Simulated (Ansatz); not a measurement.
Relaxation of CHFNSi (5 atoms, charge 0, multiplicity 2), to a largest force component of 0.02 eV/Å in at most 40 steps.

All numbers below come from Ansatz, UKS LDA/cc-pVDZ.

```xyz
5
Properties=species:S:1:pos:R:3
N 1.395 -1.221 1.452
C 0.743 -0.614 0.619
Si -0.208 0.312 -0.734
F -1.563 -0.306 -0.937
H -0.317 1.755 -0.440
```

Q: Where does it end, and by what steps?

A: It converged. After 6 steps the energy has fallen by 0.549 eV; F4 moved furthest, 0.08 Å.

```json
{"step": "0", "energy less start (eV)": "0.0000", "largest force component (eV/Å)": "6.465", "accepted": "yes"}
{"step": "1", "energy less start (eV)": "-0.4160", "largest force component (eV/Å)": "3.199", "accepted": "yes"}
{"step": "2", "energy less start (eV)": "-0.5414", "largest force component (eV/Å)": "0.659", "accepted": "yes"}
{"step": "3", "energy less start (eV)": "-0.5481", "largest force component (eV/Å)": "0.062", "accepted": "yes"}
{"step": "4", "energy less start (eV)": "-0.5487", "largest force component (eV/Å)": "0.031", "accepted": "yes"}
{"step": "5", "energy less start (eV)": "-0.5490", "largest force component (eV/Å)": "0.026", "accepted": "yes"}
{"step": "6", "energy less start (eV)": "-0.5491", "largest force component (eV/Å)": "0.015", "accepted": "yes"}
```

```xyz
5
Properties=species:S:1:pos:R:3
N 1.366 -1.178 1.404
C 0.714 -0.591 0.624
Si -0.131 0.298 -0.749
F -1.623 -0.361 -0.930
H -0.275 1.759 -0.389
```

Whether the end is a true minimum wasn't checked by a vibrational analysis.

Time of the run: 15 s on 1 thread of Arm Neoverse V1 (shared host), peak memory 0.15 GiB.
